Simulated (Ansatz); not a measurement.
Consider the formal exchange of groups at the In–O bond: `[F][In]([F])[O][SiH3]` + `C#C` → `C#[C][In]([F])[F]` + `O[SiH3]`.

Computed with Ansatz on PBE0-D4/def2-TZVP structures; ΔE is electronic, products minus reactants. CCSD(T)/CBS adds triple-zeta CCSD(T) − MP2 to the extrapolated MP2 energy (def2 sets, frozen cores). This one scheme is used for every species. DFT in def2-TZVPP. def2 core potentials past Kr. For In outer-core shells are correlated without core-valence functions, which leaves a few kJ/mol of doubt a bond. One conformer a species, not always the lowest.

```
        level  ΔE (eV)
         BLYP     0.05
      r2SCAN0    -0.03
      LC-ωPBE    -0.01
HF/def2-QZVPP     0.05
```

Question: What does CCSD(T)/CBS give? (Best estimate.)

Answer: The calculation gave: +0.04 eV. The listed levels differ from it by 0.01, -0.07, -0.05, 0.01 eV.

Largest T1 diagnostic among the species: 0.017.

In def2-TZVPP, CCSD(T) changes the Hartree–Fock value by −0.05 eV (the triples alone add +0.00 eV) and MP2 by −0.06 eV. From r2SCAN to r2SCAN0 (25 % exact exchange), in def2-TZVPP and without D4, ΔE moves by −0.05 eV.
